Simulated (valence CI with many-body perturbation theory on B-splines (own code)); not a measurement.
Questions on Br2+

Computed by valence CI with perturbative core correlation (CI+MBPT): five valence electrons over a frozen Dirac-Fock core [Ar] 3d10, a basis of 9 s, 9 p, 8 d, 6 f, 3 g, 1 h functions for each j, with the one-electron correlation potential Σ1 (screened to all orders), the two-electron term Σ2, the three-electron term Σ3, Breit, model QED; selected single and double excitations, second order for the rest, scaled by the run's own slope (own B-spline code, finite nucleus).

Against 9 measured levels this calculation errs by 360 cm⁻¹ on average and by 875 at most. These come from a selection out of Moore, Atomic Energy Levels, vol. II, NSRDS-NBS 35 (1971 reprint of NBS Circular 467, 1952), an old analysis. Levels without a partner in it may be off by more. Among the levels kept, up to 1400 cm⁻¹ of a level comes from second order outside the variational space, and about a tenth of that is noise between levels of different J, which matters for small intervals. 6 measured levels below the end of the list, from 141997 cm⁻¹ on, found no clear computed partner, and computed levels of the same name lie up to 2024 cm⁻¹ from them.

Rates and lifetimes use the calculated energies. Strong lines usually hold to 10 to 20 %, long lifetimes can be off by a factor of two.

**Question.** What is the ground level?

**Answer.** 4s²4p³ ⁴S°_3/2, composition 95 % 4s²4p³ ⁴S° + 1 % 4s²4p³ ²P°, g = 1.992.

**Question.** How well does LS coupling describe the low levels?

**Answer.** Among the lowest 20 levels the leading LS term, summed over configurations, holds 93 % on average. For single configurations the figures are 81 % in LS and 56 % in jj coupling. Terms mix most in the J = 7/2 level at 145925 cm⁻¹, where the leading one holds 55 %.

**Question.** Where does the other parity begin?

**Answer.** At 4s4p⁴ ⁴P_5/2, 101233 cm⁻¹.

**Question.** What is the ionisation energy?

**Answer.** 34.833 eV; NIST lists 34.871 ± 0.019 eV (measured).

**Question.** What are the static dipole polarisabilities of the lowest levels?

**Answer.** 4s²4p³ ⁴S°_3/2 8.14; 4s²4p³ ²D°_3/2 8.28; 4s²4p³ ²D°_5/2 8.32; 4s²4p³ ²P°_1/2 8.43 bohr³, of which the core gives 0.266.
